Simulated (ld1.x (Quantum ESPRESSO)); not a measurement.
## W: TM pseudisation with PBE, scalar-relativistic reference atom.

Input for ld1.x (Quantum ESPRESSO) 7.5:

```
&input
   title='W', zed=74., rel=1, dft='PBE', iswitch=3,
   config='[Xe] 4f14 5d4 6s2 6p0',
   nld=3, rlderiv=2.65, eminld=-8.0, emaxld=5.0, deld=0.04
 /
 &inputp
   pseudotype=2, tm=.true., lloc=2,
   nlcc=.false.,
   file_pseudopw='W.UPF', file_wfcaegen='ae.wfc', file_wfcncgen='nc.wfc', file_beta='beta', file_chi='chi'
 /
3
5S  1  0   2.00   0.00  1.05  1.05  0.0
5P  2  1   6.00   0.00  2.10  2.10  0.0
5D  3  2   4.00   0.00  2.45  2.45  0.0
 &test
   configts(1)='5s2 5p6 5d4 6s2 6p0'
 /
```

Command:

```bash
ld1.x < W.in > W.out
```

Resulting log (shortened: banner, matrices, multipoles, cross overlaps and the repeated all-electron block are left out):

```
[... start of the log left out ...]
       Setting wfc to zero for this iteration
       (This warning will only be printed once per wavefunction)

     Computing logarithmic derivative in   2.65702
     Computing the partial wave expansion
     R is outside the sphere for l=    0 j= 0.00
     R is outside the sphere for l=    1 j= 0.00
       no projector for channel:   2

     ---------------------- Testing the pseudopotential ----------------------

     W
     scalar relativistic calculation

     atomic number is 74.00   valence charge is 14.00
     dft =PBE   lsd =0 sic =0 latt =0  beta=0.20 tr2=1.0E-14
     mesh =1273 r(mesh) =  99.08072 xmin = -7.00 dx = 0.01250

     n l     nl             e AE (Ry)        e PS (Ry)    De AE-PS (Ry)
     1 0     5S   1( 2.00)       -5.81173       -0.38016       -5.43157  !
     2 1     5P   1( 6.00)       -3.17526       -0.00003       -3.17523  !
     3 2     5D   1( 4.00)       -0.32927       -0.00000       -0.32927  !
     2 0     6S   1( 2.00)       -0.41988       -0.02614       -0.39373  !
     3 1     6P   1( 0.00)       -0.10005       -0.10005        0.00000

     eps = 8.9E-02  iter =201

     Etot =  -32285.036163 Ry,  -16142.518081 Ha, -439260.294494 eV
     Etotps =    -4.597160 Ry,      -2.298580 Ha,     -62.547547 eV

     Ekin =      31.428394 Ry,      15.714197 Ha,     427.605079 eV
     Encl =     -38.472087 Ry,     -19.236043 Ha,    -523.439408 eV
     Ehrt =       4.308628 Ry,       2.154314 Ha,      58.621867 eV
     Ecxc =      -1.862094 Ry,      -0.931047 Ha,     -25.335085 eV

     ---------------------- End of pseudopotential test ----------------------
```

The run took about 3 s on one core of a shared server CPU.
